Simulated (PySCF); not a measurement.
Species: C₆H₉O₃ (doublet state).
Structure used (GFN2-xTB), in Å, numbered top down from 1:
```
atom  x, y, z in Å
C1    -1.7664    1.0742    0.2575
C2    -1.9288   -0.3912    0.3038
C3    -1.4621   -1.2824   -0.7734
C4    -0.0813   -1.4088   -0.1624
O5     0.2694   -2.2214    0.6470
O6     0.7493   -0.4150   -0.6579
C7     1.7103    0.1621    0.1277
C8     2.7313    0.8449   -0.7359
O9     1.6844    0.1489    1.3199
H10   -1.0428    1.4157    1.0048
H11   -1.4394    1.4092   -0.7242
H12   -2.7120    1.5633    0.5033
H13   -2.2599   -0.8413    1.2248
H14   -1.4237   -0.8104   -1.7521
H15   -1.9628   -2.2469   -0.7955
H16    3.2538    0.0952   -1.3258
H17    2.2339    1.5274   -1.4206
H18    3.4378    1.3828   -0.1116
```

The hyperfine couplings belong to this conformer and change with its torsions.

As a line formula: `C[CH]CC(=O)OC(C)=O` [radical].

Theory: UKS B3LYP, pcH-1 on C H O, non-relativistic, mean-field spin-orbit, GIAO in PySCF 2.14.0. Isolated species at its GFN2-xTB geometry (one conformer only). The geometry wasn't refined by DFT: couplings that depend on bond lengths, twists or pyramidal angles can differ widely from those at the functional's own minimum. No stability test was run, so a lower SCF solution isn't excluded.

Break the g tensor into its mass correction, gauge correction and orbital-Zeeman/spin–orbit terms.

| Δg (ppm) | 1 | 2 | 3 |
| --- | --- | --- | --- |
| relativistic mass correction | -168 | -168 | -168 |
| gauge correction | 18 | 11 | 30 |
| orbital Zeeman/spin–orbit | 362 | 922 | 2169 |
| total | 211 | 765 | 2031 |

So g = 2.00253, 2.00308, 2.00435 and g_iso = 2.00332; the tensor is rhombic: the two nearest values differ by 30 % of g3 − g1. 

How much does each term add to the isotropic shift?

The orbital-Zeeman/spin–orbit term 1151, the mass correction -168 and the gauge correction 20 ppm, for a total of 1003 ppm. The orbital-Zeeman/spin–orbit term is the largest in size. The mass correction is the same along every axis, so the anisotropy comes from the other two: their spans along these axes are 19 (gauge) and 1808 ppm (orbital Zeeman/spin–orbit).

At 34.179 GHz, how far is the centre of the isotropic spectrum from where a free electron (g = 2.002319) resonates?

B = hν/(g μB) with μB/h = 13.99624 MHz/mT gives 1219.59 mT for the free electron and 1218.98 mT at g_iso, 0.61 mT lower.

In a frozen sample, at which fields do the three g values resonate at 9.5, 34, 94 and 263 GHz (hyperfine left aside), and which band first spreads them over more than twice a line width of 1.0 mT?

```json
{"band": "X", "GHz": "9.5", "B(g3) mT": "338.64", "B(g2) mT": "338.85", "B(g1) mT": "338.95", "spread mT": "0.31"}
{"band": "Q", "GHz": "34.0", "B(g3) mT": "1211.98", "B(g2) mT": "1212.74", "B(g1) mT": "1213.08", "spread mT": "1.10"}
{"band": "W", "GHz": "94.0", "B(g3) mT": "3350.75", "B(g2) mT": "3352.87", "B(g1) mT": "3353.80", "spread mT": "3.05"}
{"band": "J", "GHz": "263.0", "B(g3) mT": "9374.98", "B(g2) mT": "9380.91", "B(g1) mT": "9383.51", "spread mT": "8.52"}
```

The spread grows in proportion to the frequency. W band is the first where it exceeds 2.0 mT.

Largest spin populations (Mulliken): C2 (+0.93), O5 (+0.11), C1 (-0.08) and C3 (-0.07). C2 is the only atom above +0.15. The angles at C2 add up to 359.3°, so it is planar; its axial dipolar tensor and the negative coupling of its proton fit spin in a p orbital normal to that plane.

The HOMO–LUMO gaps are 4.81 eV among the α and 5.41 eV among the β orbitals.
